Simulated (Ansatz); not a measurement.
C$_{2}$H$_{10}$AlNSi, SMILES `[CH3][AlH][CH2]N[SiH3]` at its PBE0-D4/def2-TZVP geometry, where that method's forces vanish. Total charge 0; spin multiplicity 1.

```tsv
atom	x (Å)	y (Å)	z (Å)
C1	0.533	-0.592	-2.217
Al2	-0.855	-0.210	-0.891
C3	-0.636	-1.006	0.935
N4	0.402	-0.215	1.611
Si5	0.387	1.452	1.304
H6	1.509	-0.757	-1.751
H7	0.638	0.209	-2.954
H8	0.282	-1.502	-2.774
H9	-2.257	0.414	-1.327
H10	-1.568	-1.056	1.512
H11	-0.283	-2.038	0.811
H12	0.777	-0.600	2.466
H13	-0.650	2.296	1.963
H14	1.712	2.096	1.486
H15	0.011	1.508	-0.173
```

**Question.** For each bond, give half the difference of the two atoms' forces along it (eV/Å; positive pushes the atoms apart) under PBE-D4, r2SCAN-D4, B3LYP-D4, ωB97M-V in def2-TZVPP. (An estimate is asked.)

**Answer.** The calculation gave: 
| bond | length (Å) | PBE-D4 | r2SCAN-D4 | B3LYP-D4 | ωB97M-V |
| --- | --- | --- | --- | --- | --- |
| C1–Al2 | 1.957 | -0.02 | -0.03 | 0.06 | 0.02 |
| C1–H6 | 1.094 | 0.11 | 0.00 | -0.03 | -0.03 |
| C1–H7 | 1.094 | 0.11 | 0.00 | -0.03 | -0.04 |
| C1–H8 | 1.096 | 0.12 | 0.00 | -0.04 | -0.05 |
| Al2–C3 | 2.004 | 0.00 | -0.02 | 0.04 | -0.01 |
| Al2–H9 | 1.595 | 0.02 | -0.03 | -0.14 | -0.14 |
| C3–N4 | 1.469 | 0.04 | 0.25 | 0.28 | 0.30 |
| C3–H10 | 1.098 | 0.09 | -0.04 | -0.09 | -0.12 |
| C3–H11 | 1.097 | 0.11 | -0.03 | -0.12 | -0.11 |
| N4–Si5 | 1.696 | 0.14 | -0.02 | 0.10 | 0.09 |
| N4–H12 | 1.009 | 0.20 | -0.01 | -0.06 | -0.10 |
| Si5–H13 | 1.491 | 0.03 | -0.02 | -0.09 | -0.14 |
| Si5–H14 | 1.484 | 0.03 | -0.04 | -0.14 | -0.17 |
| Si5–H15 | 1.525 | 0.07 | 0.00 | -0.07 | -0.09 |

B3LYP here is the variant with VWN-RPA as its local correlation; programs differ in this.

All numbers were calculated with Ansatz.
